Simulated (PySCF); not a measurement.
## Basis-set dependence of MgSb at PBE

PySCF, UKS reference; quartet, unpaired electrons σ ↑, π ↑↑; De to Mg + Sb without counterpoise correction.

| basis | relativity | functions | Re (Å) | ωe (cm⁻¹) | De (eV) | μ (D) |
| --- | --- | --- | --- | --- | --- | --- |
| cc-pVDZ/cc-pVDZ-PP | scalar-relativistic core potentials | 41 | 2.900 | 198 | 0.66 | -0.94 |
| def2-SVP | scalar-relativistic core potentials | 44 | 2.899 | 197 | 0.67 | -0.98 |
| def2-SVPD | scalar-relativistic core potentials | 53 | 2.896 | 198 | 0.69 | -1.05 |

**Question.** How does each smaller set differ from the one with most functions, def2-SVPD?

**Answer.** cc-pVDZ/cc-pVDZ-PP: +0.4 pm, +0.0 % in ωe, -0.03 eV in De; def2-SVP: +0.3 pm, -0.5 % in ωe, -0.02 eV in De. All at PBE; the set with most functions is neither the basis-set limit nor always the best.

A positive dipole means Mg(−)Sb(+). Spin–orbit coupling is left out, which matters for elements this heavy, above all for dissociation energies. The state is the lowest determinant that a PBE0 search found; another state may lie lower at other levels.
